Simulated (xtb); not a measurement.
C3H10NSi (SMILES CC(C)[N][SiH3]), doublet, at a GFN2-xTB geometry, atoms displaced at random by about 0.02 Å a coordinate; GFN1-xTB (xtb).

The xtb input:
```
$ xtb mol.xyz --gfn 1 --uhf 1 --opt sloppy --json

# file mol.xyz
15

C     -1.05153824     1.43253365     0.43650774
C     -0.80209875    -0.06238589     0.69409229
C     -1.95132094    -0.92632731     0.27339906
N      0.41544668    -0.61333495     0.16477689
Si     1.70119140    -0.03278924    -0.76093502
H     -1.92721588     1.71135082     0.91316438
H     -1.17105759     1.55119573    -0.64416287
H     -0.23158933     2.02890351     0.78560539
H     -0.64350491    -0.19977153     1.81594918
H     -1.75764711    -1.99795322     0.50319770
H     -2.87534334    -0.63514899     0.84318189
H     -2.12722580    -0.84356009    -0.76083018
H      2.86614213    -0.52501969    -0.03316689
H      1.55378335    -0.72910231    -2.03196238
H      1.85492180     1.44659674    -1.01262447
```

The log (banner, timings and long lists left out):

```
   ID    Z sym.   atoms
    1    6 C      1-3
    2    7 N      4
    3   14 Si     5
    4    1 H      6-15

           -------------------------------------------------
          |                Calculation Setup                |
           -------------------------------------------------

           -------------------------------------------------
          |                 G F N 1 - x T B                 |
           -------------------------------------------------

          ...................................................
          :                      SETUP                      :
          :.................................................:
          :  # basis functions                  46          :
          :  # atomic orbitals                  45          :
          :  # shells                           31          :
          :  # electrons                        31          :
          :  # halogen bonds                     0          :
          :  max. iterations                   250          :
          :  Hamiltonian                  GFN1-xTB          :
          :  restarted?                      false          :
          :  GBSA solvation                  false          :
          :  PC potential                    false          :
          :  electronic temp.          300.0000000     K    :
          :  accuracy                    1.0000000          :
          :  -> integral cutoff          0.2500000E+02      :
          :  -> integral neglect         0.1000000E-07      :
          :  -> SCF convergence          0.1000000E-05 Eh   :
          :  -> wf. convergence          0.2000000E-04 e    :
          :  Broyden damping             0.4000000          :
          :  net charge                          0          :
          :  unpaired electrons                  1          :
          ...................................................

 iter      E             dE          RMSdq      gap      omega  full diag
   1    -16.8967910 -0.168968E+02  0.713E+00    5.12       0.0  T
   2    -16.9500608 -0.532698E-01  0.434E+00    6.25       1.0  T
   3    -16.9441103  0.595051E-02  0.103E+00    5.46       1.0  T
   4    -16.9540601 -0.994979E-02  0.204E-01    6.04       1.0  T
   5    -16.9543822 -0.322065E-03  0.313E-02    5.96       1.0  T
   6    -16.9543925 -0.103663E-04  0.485E-03    5.98       5.3  T
   7    -16.9543926 -0.790350E-07  0.123E-03    5.98      21.0  T
   8    -16.9543926 -0.755105E-08  0.355E-04    5.98      72.7  T
   9    -16.9543926 -0.316511E-10  0.121E-04    5.98     212.7  T
  10    -16.9543926 -0.113101E-09  0.271E-05    5.98     953.1  T

   *** convergence criteria satisfied after 10 iterations ***

         :::::::::::::::::::::::::::::::::::::::::::::::::::::
         ::                     SUMMARY                     ::
         :::::::::::::::::::::::::::::::::::::::::::::::::::::
         :: total energy             -16.756412078297 Eh    ::
         :: gradient norm              0.101688539210 Eh/a0 ::
         :: HOMO-LUMO gap              5.976396583006 eV    ::
         ::.................................................::
         :: SCC energy               -16.954392611247 Eh    ::
         :: -> electrostatic           0.016664220531 Eh    ::
         :: repulsion energy           0.203396249124 Eh    ::
         :: dispersion energy         -0.005415716174 Eh    ::
         :: halogen bond corr.         0.000000000000 Eh    ::
         :: add. restraining           0.000000000000 Eh    ::
         :: total charge              -0.000000000000 e     ::
         :::::::::::::::::::::::::::::::::::::::::::::::::::::

      -----------------------------------------------------------
     |                   =====================                   |
     |                        A N C O P T                        |
     |                   =====================                   |
     |               Approximate Normal Coordinate               |
     |                Rational Function Optimizer                |
      -----------------------------------------------------------
      -----------------------------------------------------------
     |                   =====================                   |
     |                        A N C O P T                        |
     |                   =====================                   |
     |               Approximate Normal Coordinate               |
     |                Rational Function Optimizer                |
      -----------------------------------------------------------

          ...................................................
          :                      SETUP                      :
          :.................................................:
          :   optimization level            sloppy          :
          :   max. optcycles                   200          :
          :   ANC micro-cycles                  20          :
          :   degrees of freedom                39          :
          :.................................................:
          :   RF solver                   davidson          :
          :   write xtbopt.log                true          :
          :   linear?                        false          :
          :   energy convergence         0.1000000E-03 Eh   :
          :   grad. convergence          0.6000000E-02 Eh/α :
          :   maxmium RF displ.          1.0000000          :
          :   Hlow (freq-cutoff)         0.1000000E-01      :
          :   Hmax (freq-cutoff)         5.0000000          :
          :   S6 in model hess.         20.0000000          :
          ...................................................

generating ANC from exact Hessian ...
Using Lindh-Hessian (1995)
 Shifting diagonal of input Hessian by    9.1449624051586301E-003
 Lowest  eigenvalues of input Hessian
    0.000000    0.000000    0.000000    0.000000    0.000000    0.000000
[...]
 * total energy  :   -16.7564121 Eh     change       -0.1032063E-10 Eh
 * total energy  :   -16.7649571 Eh     change       -0.8545035E-02 Eh
 * total energy  :   -16.7670207 Eh     change       -0.2063598E-02 Eh
 * total energy  :   -16.7678392 Eh     change       -0.8185202E-03 Eh
 * total energy  :   -16.7689346 Eh     change       -0.1095399E-02 Eh
 * total energy  :   -16.7695721 Eh     change       -0.6374524E-03 Eh
 * total energy  :   -16.7700540 Eh     change       -0.4819130E-03 Eh
 * total energy  :   -16.7702869 Eh     change       -0.2328735E-03 Eh
 * total energy  :   -16.7703563 Eh     change       -0.6947997E-04 Eh
   *** GEOMETRY OPTIMIZATION CONVERGED AFTER 9 ITERATIONS ***
         :: total energy             -16.770356349274 Eh    ::
[...]
        16        1.0127           -0.3969143             -10.8006 (HOMO)
        17                         -0.1718491              -4.6763 (LUMO)
        18                         -0.1453330              -3.9547
        19                         -0.1363519              -3.7103
        20                         -0.1283821              -3.4935
        21                         -0.1241717              -3.3789
        22                         -0.1080488              -2.9402
        23                         -0.0781443              -2.1264
        24                         -0.0632487              -1.7211
        25                         -0.0546348              -1.4867
        26                         -0.0503837              -1.3710
        27                         -0.0473623              -1.2888
       ...                                ...                  ...
        45                          1.4602926              39.7366
      -------------------------------------------------------------
                  HL-Gap            0.2250652 Eh            6.1243 eV
             Fermi-level           -0.3427154 Eh           -9.3258 eV

  Mulliken/CM5 charges         n(s)   n(p)   n(d)
     1C    -0.10172 -0.24489   1.018  3.084  0.000
     2C     0.15629  0.15618   1.023  2.821  0.000
     3C    -0.09422 -0.23735   1.017  3.077  0.000
     4N    -0.31607 -0.47552   1.516  3.800  0.000
     5Si    0.26034  0.04156   1.183  1.844  0.712
     6H     0.02836  0.08070   0.972  0.000  0.000
     7H     0.04072  0.09530   0.959  0.000  0.000
     8H     0.04118  0.09566   0.959  0.000  0.000
     9H     0.05836  0.12714   0.942  0.000  0.000
    10H     0.04104  0.09538   0.959  0.000  0.000
    11H     0.02917  0.08157   0.971  0.000  0.000
    12H     0.04166  0.09651   0.958  0.000  0.000
    13H    -0.05214  0.03966   1.052  0.000  0.000
    14H    -0.05505  0.03665   1.055  0.000  0.000
    15H    -0.07793  0.01146   1.078  0.000  0.000

Wiberg/Mayer (AO) data.
largest (>0.10) Wiberg bond orders for each atom

 ---------------------------------------------------------------------------
     #   Z sym  total        # sym  WBO       # sym  WBO       # sym  WBO
 ---------------------------------------------------------------------------
     1   6 C    3.994 --     6 H    0.988     7 H    0.985     8 H    0.984
                             2 C    0.983
     2   6 C    3.968 --     4 N    1.059     1 C    0.983     3 C    0.970
                             9 H    0.906
     3   6 C    3.993 --    11 H    0.988    12 H    0.985    10 H    0.985
                             2 C    0.970
     4   7 N    2.869 --     5 Si   1.564     2 C    1.059
     5  14 Si   4.399 --     4 N    1.564    15 H    0.939    14 H    0.907
                            13 H    0.902
     6   1 H    1.004 --     1 C    0.988
     7   1 H    1.003 --     1 C    0.985
     8   1 H    1.005 --     1 C    0.984
     9   1 H    1.002 --     2 C    0.906
    10   1 H    1.006 --     3 C    0.985
    11   1 H    1.004 --     3 C    0.988
    12   1 H    1.004 --     3 C    0.985
    13   1 H    0.989 --     5 Si   0.902
    14   1 H    0.990 --     5 Si   0.907
    15   1 H    0.987 --     5 Si   0.939
 ---------------------------------------------------------------------------

Topologies differ in total number of bonds
Writing topology from bond orders to xtbtopo.mol

 dipole moment from electron density (au)
     X       Y       Z
  -0.4916   0.1404   0.3294  total (Debye):    1.546

           -------------------------------------------------
          |                Geometry Summary                 |
           -------------------------------------------------

      molecular mass/u    :       88.2038171
   center of mass at/Å    :        0.0615072       0.0264974      -0.0588024
  moments of inertia/u·Å² :        0.6976469E+02   0.2466293E+03   0.2925833E+03
rotational constants/cm⁻¹ :        0.2416356E+00   0.6835212E-01   0.5761652E-01

 * 14 selected distances

     #   Z          #   Z                                           value/Å
     1   6 C        2   6 C                                       1.5364999
     2   6 C        3   6 C                                       1.5363622
     2   6 C        4   7 N                                       1.4025766
     4   7 N        5  14 Si                                      1.6645459 (max)
     1   6 C        6   1 H                                       1.0905511
     1   6 C        7   1 H                                       1.0902357
     1   6 C        8   1 H                                       1.0894031
     2   6 C        9   1 H                                       1.1056759
     3   6 C       10   1 H                                       1.0902756
     3   6 C       11   1 H                                       1.0904476
     3   6 C       12   1 H                                       1.0890629 (min)
     5  14 Si      13   1 H                                       1.4502491
     5  14 Si      14   1 H                                       1.4496160
     5  14 Si      15   1 H                                       1.4529255

 * 5 distinct bonds (by element types)

   Z      Z             #   av. dist./Å        max./Å        min./Å
   1 H    6 C           7     1.0922360     1.1056759     1.0890629
   6 C    6 C           2     1.5364311     1.5364999     1.5363622
   6 C    7 N           1     1.4025766     1.4025766     1.4025766
   1 H   14 Si          3     1.4509302     1.4529255     1.4496160
   7 N   14 Si          1     1.6645459     1.6645459     1.6645459

optimized geometry written to: xtbopt.xyz

           -------------------------------------------------
          | TOTAL ENERGY              -16.770356349274 Eh   |
          | GRADIENT NORM               0.002466821919 Eh/α |
          | HOMO-LUMO GAP               6.124335435771 eV   |
           -------------------------------------------------

normal termination of xtb
```
